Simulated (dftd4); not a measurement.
Cl3Sn, charge -1, singlet, geometry from GFN2-xTB (such geometries of metal compounds can be far from the true shape); D4 for b3lyp (dftd4 4.2.0).

Here is a job for dftd4.
```
$ dftd4 mol.xyz --func b3lyp --charge -1 --json dftd4.json --noedisp --grad

# file mol.xyz
4

Sn    -0.00024598     0.00560843     0.57812327
Cl    -1.94257826    -1.06785136    -0.55730815
Cl     0.05159000     2.20812614    -0.58824027
Cl     1.89171173    -1.15677018    -0.55481414
```

The log (banner, timings and long lists left out):

```
                    ____  _____ _____     ____  _  _
      -------------|  _ \|  ___|_   _|---|  _ \| || |------------
     |             | | | | |_    | | ___ | | | | || |_           |
     |             | |_| |  _|   | ||___|| |_| |__   _|          |
     |             |____/|_|     |_|     |____/   |_|            |
     |             ===================================           |
     |            E. Caldeweyher, S. Ehlert & S. Grimme          |
     |          Mulliken Center for Theoretical Chemistry        |
     |                    University of Bonn                     |
      -----------------------------------------------------------

Rational (Becke-Johnson) damping: b3lyp-D4-ATM
---------------------
  s6         1.0000
  s8         2.0293
  s9         1.0000
  a1         0.4087
  a2         4.5381
 alp        16.0000
--------------------

Dispersion energy:      -1.0728978570233E-02 Eh

Gradient norm:           1.3781406251381E-03 Eh/a0
--------------------------------------------------
     #    Z           dE/dx      dE/dy      dE/dz
--------------------------------------------------
     1   50 Sn    8.141E-08 -1.856E-06 -1.913E-04
     2   17 Cl   -6.891E-04 -3.762E-04  6.713E-05
     3   17 Cl    1.819E-05  7.858E-04  5.616E-05
     4   17 Cl    6.708E-04 -4.077E-04  6.801E-05
--------------------------------------------------

Virial:
--------------------------------------------------
      component           x          y          z
--------------------------------------------------
          x       4.930E-03  2.207E-08  2.273E-06
          y       2.207E-08  4.929E-03 -5.183E-05
          z       2.273E-06 -5.183E-05 -4.134E-04
--------------------------------------------------

[Info] Dispersion results written to 'dftd4.txt'
[Info] JSON dump of results written to 'dftd4.json'
```
